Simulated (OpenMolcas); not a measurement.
A calculation on Sc2+.

```
Program             : OpenMolcas
Method              : SS-CASPT2, IPEA 0.25 Eh, imaginary shift 0.1 Eh (closed shells correlated: 3s 3p)
Basis               : ANO-RCC-VTZP [6s5p3d2f1g]
Scalar Hamiltonian  : DKH2, point nucleus
Active space        : 1 electron in 6 orbitals (3d 4s)
State averaging     : 2S+1 = 2 even, 6 roots
Spin-orbit coupling : state interaction with AMFI integrals over the reference wave functions, term energies averaged over their components
```

Which level of the active space comes out lowest?

3d ²D_3/2, with 100 % of that term; it is also the measured ground level.

How high does 3d ²D_5/2 lie?

195 cm⁻¹ above the lowest level; measured 198 cm⁻¹ above the ground level, so the calculation is off by -1 %.

How high does 4s ²S_1/2 lie?

24980 cm⁻¹ above the lowest level; measured 25539 cm⁻¹ above the ground level, so the calculation is off by -2 %.

Measured values: Sugar and Corliss, J. Phys. Chem. Ref. Data 9, 473 (1980).

Term energies are means over components that CASPT2 splits; among the terms shown or strongly mixed into the levels shown the widest spread is 85 cm-1 (3d ²D). With one active electron, CASPT2 adds the correlation within the correlated inactive shells and between them and that electron, and leaves the splitting within a term as the reference gives it. Measured partners are found by configuration, term and J. A level has none where our copy of the source lacks it or the pairing is in doubt (some pairs that miss far off the trend of their configuration count as doubtful), and it then counts in no deviation. Levels of configurations outside the active space are missing.
